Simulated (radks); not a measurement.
The numbers below are computed, except where a source is named.
Species: Hf10+. Configuration: [Kr] 4d10 4f11.5 5s2 5p2 6p0.5 (fractional occupations, a model configuration).

Code: a radial shooting solver on a logarithmic mesh with Libxc functionals. Model: Dirac Kohn-Sham, PBE, spin-unpolarised, spherical densities, point nucleus; open shells fill j = l - 1/2 first.

Energy parts (eV):
| part | energy |
|---|---|
| total | -409958.45 |
| kinetic | 458840.34 |
| electron-nucleus | -1009501.87 |
| Hartree | 148940.44 |
| exchange-correlation | -8237.36 |

Orbitals (lengths in bohr, moments of r in powers of bohr; r(max) is where P^2 peaks; r(90%) holds 90 % of the orbital's charge):
| orbital | occ. | eigenvalue (eV) | r(max) | <1/r> | r(90%) | <r^2> | small-component weight |
|---|---|---|---|---|---|---|---|
| 1s1/2 | 2 | -65392.90 | 0.01190 | 83.85 | 0.0345 | 0.0004949 | 7.34e-02 |
| 2s1/2 | 2 | -11334.74 | 0.06824 | 20.32 | 0.125 | 0.007581 | 1.65e-02 |
| 2p1/2 | 2 | -10833.10 | 0.05091 | 20.28 | 0.110 | 0.005432 | 1.66e-02 |
| 2p3/2 | 4 | -9641.132 | 0.05754 | 17.23 | 0.120 | 0.006639 | 1.51e-02 |
| 3s1/2 | 2 | -2730.527 | 0.1924 | 7.454 | 0.306 | 0.04966 | 5.41e-03 |
| 3p1/2 | 2 | -2508.370 | 0.1804 | 7.368 | 0.298 | 0.04570 | 5.35e-03 |
| 3p3/2 | 4 | -2252.884 | 0.1940 | 6.581 | 0.318 | 0.05235 | 4.92e-03 |
| 3d3/2 | 4 | -1877.315 | 0.1524 | 6.472 | 0.290 | 0.04079 | 4.80e-03 |
| 3d5/2 | 6 | -1821.607 | 0.1562 | 6.284 | 0.296 | 0.04262 | 4.68e-03 |
| 4s1/2 | 2 | -699.6745 | 0.4370 | 3.139 | 0.669 | 0.2453 | 1.78e-03 |
| 4p1/2 | 2 | -608.4702 | 0.4374 | 3.031 | 0.686 | 0.2535 | 1.70e-03 |
| 4p3/2 | 4 | -549.1981 | 0.4660 | 2.760 | 0.731 | 0.2883 | 1.53e-03 |
| 4d3/2 | 4 | -399.0674 | 0.4637 | 2.553 | 0.779 | 0.3136 | 1.35e-03 |
| 4d5/2 | 6 | -388.0470 | 0.4727 | 2.488 | 0.794 | 0.3263 | 1.31e-03 |
| 5s1/2 | 2 | -229.6445 | 0.9639 | 1.326 | 1.45 | 1.173 | 4.83e-04 |
| 4f5/2 | 6 | -200.3636 | 0.4410 | 2.090 | 0.953 | 0.4215 | 9.60e-04 |
| 5p1/2 | 2 | -199.3380 | 1.015 | 1.235 | 1.55 | 1.326 | 4.31e-04 |
| 4f7/2 | 5.5 | -198.3141 | 0.4455 | 2.067 | 0.963 | 0.4304 | 9.44e-04 |
| 5p3/2 | 0 | -187.4770 | 1.077 | 1.153 | 1.63 | 1.479 | 3.96e-04 |
| 5d3/2 | 0 | -141.5500 | 1.220 | 0.9877 | 1.90 | 1.964 | 3.07e-04 |
| 5d5/2 | 0 | -139.6491 | 1.240 | 0.9719 | 1.92 | 2.020 | 3.00e-04 |
| 6s1/2 | 0 | -112.9362 | 1.913 | 0.6970 | 2.68 | 4.142 | 1.91e-04 |
| 6p1/2 | 0.5 | -101.2357 | 2.048 | 0.6528 | 2.87 | 4.733 | 1.74e-04 |
| 6p3/2 | 0 | -97.1659 | 2.141 | 0.6230 | 2.98 | 5.126 | 1.65e-04 |
| 5f5/2 | 0 | -91.7079 | 1.632 | 0.7452 | 2.55 | 3.485 | 1.99e-04 |
| 5f7/2 | 0 | -91.3866 | 1.641 | 0.7424 | 2.56 | 3.516 | 1.99e-04 |
| 7p1/2 | 0 | -61.8956 | 3.459 | 0.4159 | 4.53 | 12.13 | 9.83e-05 |
| 7p3/2 | 0 | -59.8993 | 3.577 | 0.4014 | 4.67 | 12.90 | 9.47e-05 |

The highest occupied level is 6p1/2 at -101.24 eV. The configuration is held as typed, so some empty levels lie below it. The density falls to 0.001 e/bohr^3 at r = 2.95 bohr. Summed over all electrons, <r^2> = 18.50 bohr^2, which gives a Langevin (diamagnetic) susceptibility term of -14.6 x 10^-6 cm^3/mol.
